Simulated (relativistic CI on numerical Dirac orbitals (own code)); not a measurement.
Dy+: resonant inelastic scattering at the M4,5 edge

Computed with this model: Dirac-Coulomb-Breit CI, KLI orbitals optimised for each configuration, model QED (radiative potential, 1s self-energy scaled to tabulated hydrogen-like ionisation energies), valence Slater integrals scaled by 0.9, Kramers-Heisenberg scattering through one core-hole configuration in a parametric crystal field; configurations [Xe] 4f11 → [Ar] 3d9 4s2 4p6 4d10 4f12 5s2 5p6; 10 K; core-hole width 0.9 eV; summed over polarisations. Incident energies are the highest absorption maxima for each field (at most a few, so the weaker spin-orbit partner edge can be absent), on the computed scale of the free ion. Intensities are in per cent of the strongest line above 0.02 eV; levels within 1 cm⁻¹ are merged; final levels count from the ground level, the first row holds all elastic scattering, lines under 0.4 are left out and each table stops after 24 rows. The scale of the Slater integrals is a model choice and moves the terms in proportion. The configuration is assumed, with all valence electrons in the open shell; the free ion's ground configuration is another.

Field parameters in Wybourne normalisation. The field is a parameter set, without covalency.

S is read from ⟨S²⟩ = S(S + 1).

D3h, B20 = 160, B40 = 40, B60 = 30, B66 = 130 cm⁻¹:

```tsv
Final level (eV)	Degeneracy	S	1289.9 eV	1291.9 eV	1293.9 eV
0.000	6	1.48	813.9	2754.8	324.1
0.005	2	1.48	50.1	155.0	15.2
0.006	4	1.48	113.8	239.5	21.6
0.007	2	1.48	78.6	182.2	16.9
0.008	2	1.48	8.3	12.6	1.0
0.557	4	1.49	1.8	28.9	15.2
0.557	2	1.49	0.9	13.6	6.9
0.560	4	1.49	0.9	10.3	4.4
0.560	2	1.49	0.3	2.7	1.2
0.562	2	1.49	0.0	0.5	0.2
0.904	6	1.42	0.7	12.7	2.4
0.906	2	1.42	0.0	0.6	0.1
1.952	6	0.81	2.8	41.9	4.8
1.953	2	0.81	0.3	4.5	0.5
1.953	2	0.81	0.2	3.4	0.4
1.953	2	0.81	0.1	2.2	0.3
2.764	2	0.53	0.6	19.3	71.1
2.764	2	0.53	0.5	17.2	62.1
2.764	2	0.53	0.3	11.5	35.6
2.766	2	0.53	0.8	23.9	100.0
2.767	2	0.53	0.5	15.8	62.7
2.769	2	0.53	0.3	9.5	35.9
2.772	2	0.53	0.1	4.2	14.6
2.776	2	0.53	0.0	0.8	2.3
```

D3h, B20 = -10, B40 = -60, B60 = -150, B66 = -30 cm⁻¹:

```
Final level (eV)  Degeneracy     S  1289.9 eV  1291.9 eV  1293.9 eV
           0.000           4  1.48      475.2     1597.9      193.4
           0.001           2  1.48       65.6      250.3       25.6
           0.002           2  1.48       46.1      163.2       16.6
           0.004           2  1.48       43.5       89.8        8.1
           0.004           2  1.48       48.2       91.7        8.1
           0.005           2  1.48       16.1       29.6        2.6
           0.007           2  1.48       48.4      110.3       10.1
           0.557           2  1.49        0.9       14.2        7.2
           0.557           2  1.49        0.3        6.6        3.8
           0.558           2  1.49        0.3        4.7        2.3
           0.558           2  1.49        0.5        6.0        2.8
           0.559           4  1.49        0.4        4.9        2.1
           0.560           2  1.49        0.3        3.1        1.2
           0.904           2  1.42        0.2        4.1        0.8
           0.904           2  1.42        0.1        2.6        0.5
           0.904           2  1.42        0.1        1.5        0.3
           0.904           2  1.42        0.1        0.9        0.2
           1.951           2  0.81        0.7       10.3        1.2
           1.951           6  0.81        1.6       24.3        2.8
           1.952           4  0.81        0.1        1.8        0.2
           2.766           2  0.53        0.8       24.9      100.0
           2.766           2  0.53        0.0        1.7        3.7
           2.766           2  0.53        0.1        5.7       14.6
           2.766           2  0.53        0.1        5.5       15.2
```

D4h, B20 = 320, B40 = 380, B44 = -60, B60 = -30, B64 = 190 cm⁻¹:

```
Final level (eV)  Degeneracy  Irrep     S  1289.9 eV  1291.9 eV  1293.9 eV
           0.000           2     Γ7  1.48      382.0     1326.0      167.9
           0.002           2     Γ6  1.48      128.2      510.3       52.3
           0.004           2     Γ6  1.48       70.4      147.5       13.3
           0.005           2     Γ7  1.48       54.0      193.8       19.7
           0.009           2     Γ6  1.48       88.7      156.1       13.3
           0.009           2     Γ7  1.48       44.0       97.2        8.9
           0.014           2     Γ7  1.48       10.6       20.7        1.8
           0.018           2     Γ6  1.48        4.8        7.8        0.6
           0.559           2     Γ7  1.49        0.6       12.6        7.8
           0.559           2     Γ6  1.49        0.9       10.3        5.0
           0.561           2     Γ6  1.49        0.3        3.0        1.5
           0.562           2     Γ7  1.49        0.4        5.1        2.5
           0.562           2     Γ6  1.49        0.6        7.0        2.9
           0.565           2     Γ7  1.49        0.1        1.2        0.6
           0.570           2     Γ7  1.49        0.1        0.5        0.3
           0.906           2     Γ7  1.42        0.3        5.0        0.9
           0.907           2     Γ6  1.42        0.1        1.7        0.3
           0.908           4  Γ6+Γ7  1.42        0.2        2.8        0.5
           0.909           2     Γ6  1.42        0.0        0.6        0.1
           1.955           2     Γ7  0.81        0.8       11.7        1.3
           1.955           2     Γ6  0.81        0.7       10.3        1.1
           1.956           2     Γ7  0.81        0.6        9.9        1.2
           1.957           2     Γ6  0.81        0.3        4.0        0.4
           1.957           2     Γ7  0.81        0.1        1.1        0.1
```

For the first field the strongest loss at the lowest incident energy is the level at 1.95 eV (S = 0.81, against 1.48 in the thermal ground state). Levels of other spin, the first over 8 % at 1.95 eV, appear because spin-orbit coupling of the core hole, and in heavier ions of the valence shell too, mixes spins.
